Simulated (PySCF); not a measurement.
bromine (Br₂), SMILES BrBr. Coordinates come from a B3LYP-D3(BJ)/def2-TZVP optimisation.

TDA-PBE/def2-TZVPD in PySCF 2.14.0 puts the lowest singlet excitations at 2.63, 2.63, 4.58, 4.58, 7.11, 7.11 eV and the lowest triplet (TDA) at 1.89 eV.

### Question
What are the lowest singlet roots from EOM-CCSD/aug-cc-pVDZ (PySCF)? (Estimate from the structure and the level; the computed values follow.)

### Answer
2.97, 2.97, 5.03, 5.03, 8.05, 8.05 eV; triplets 2.28, 2.28, 4.56 eV. S1 differs by 0.34 eV (second minus first; roots are paired by order, and the bases may differ).
